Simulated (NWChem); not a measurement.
System: CH$_{5}$AlO$_{2}$S; SMILES [Al]([OH])([OH])[S]C

```xyz
10

Al    -0.1263     0.8061     0.0001
O      0.7017     2.3026    -0.0011
H      1.6651     2.3546    -0.0035
O     -1.8370     0.8021     0.0014
H     -2.3124     1.6427     0.0012
S      0.8962    -1.1200     0.0006
C     -0.5387    -2.3007     0.0007
H     -1.4938    -1.7741     0.0048
H     -0.4644    -2.9289     0.8904
H     -0.4692    -2.9239    -0.8929
```
Atoms are numbered in this order, from 1.

Results from NWChem. Pople sets run with spherical d functions. All runs use the structure optimised with B3LYP/6-31G* (spherical d). B3LYP is NWChem's, with the RPA form of VWN correlation. GIAO values for the isolated, static molecule; σ is the absolute isotropic shielding, δ = σ(reference) − σ with the isolated reference molecule computed at the same levels (13C: tetramethylsilane, 1H: tetramethylsilane, 17O: water).

```json
[
 {"level": "B3LYP/6-31G*", "σ Al1 (ppm)": "473.4", "δ O2 (ppm)": "28.7", "δ H3 (ppm)": "1.57", "δ H5 (ppm)": "1.42", "σ S6 (ppm)": "749.4", "δ C7 (ppm)": "11.5", "δ H8 (rotor mean) (ppm)": "2.09"},
 {"level": "LDA (Slater exchange, VWN5)/pcSseg-1", "σ Al1 (ppm)": "393.1", "δ O2 (ppm)": "51.3", "δ H3 (ppm)": "2.20", "δ H5 (ppm)": "1.95", "σ S6 (ppm)": "698.7", "δ C7 (ppm)": "11.7", "δ H8 (rotor mean) (ppm)": "2.18"},
 {"level": "PBE/pcSseg-1", "σ Al1 (ppm)": "___", "δ O2 (ppm)": "___", "δ H3 (ppm)": "___", "δ H5 (ppm)": "___", "σ S6 (ppm)": "___", "δ C7 (ppm)": "___", "δ H8 (rotor mean) (ppm)": "2.19"}
]
```

Problem. Complete the blanks.

Solution. 
- PBE/pcSseg-1, σ Al1 (ppm): 412.7
- PBE/pcSseg-1, δ O2 (ppm): 41.9
- PBE/pcSseg-1, δ H3 (ppm): 1.87
- PBE/pcSseg-1, δ H5 (ppm): 1.58
- PBE/pcSseg-1, σ S6 (ppm): 704.5
- PBE/pcSseg-1, δ C7 (ppm): 13.2
